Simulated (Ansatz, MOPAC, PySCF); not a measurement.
Pair of molecules: CH5N (SMILES CN) (first 7 atoms) with CH2F2 (SMILES FCF); geometry from B3LYP-D3(BJ)/def2-TZVP, rigid monomers moved along the line of their centres of mass till N2···H11 is 3.27 Å.
(charge 0, multiplicity 1):
```csv
atom,x (Å),y (Å),z (Å)
C,-0.2824,-0.6010,-0.1669
N,0.2592,0.6147,0.4471
H,-1.0306,-1.0330,0.4979
H,0.5184,-1.3339,-0.2768
H,-0.7424,-0.4519,-1.1518
H,-0.4697,1.3086,0.5660
H,0.9680,1.0322,-0.1441
F,-1.1503,-1.2901,4.1925
C,-0.0369,-0.5691,4.5359
F,-0.4313,0.4530,5.3529
H,0.3939,-0.1514,3.6250
H,0.6299,-1.2228,5.1010
```

Monomers are frozen at their geometry in the pair; levels with a basis set take the counterpoise correction. Rows marked so take none.

Frozen-core correlation. Rows in STO-3G carry no dispersion term and start afresh at each structure. The state that PM6 reach isn't checked.

Run with Ansatz (a quantum-chemistry and plane-wave program) with Gaussian orbitals; MOPAC for PM6 (differences of heats of formation); PySCF for STO-3G rows. Each number belongs to the level named beside it.

Problem. What is the computed interaction energy (MP2/aug-cc-pVDZ)?

Solution. -1.9 kcal/mol

Problem. What is the computed interaction energy (HF/STO-3G (no counterpoise))?

Solution. -0.9 kcal/mol

Problem. Estimate the interaction energy that PM6 returns for this input.

Solution. -1.4 kcal/mol
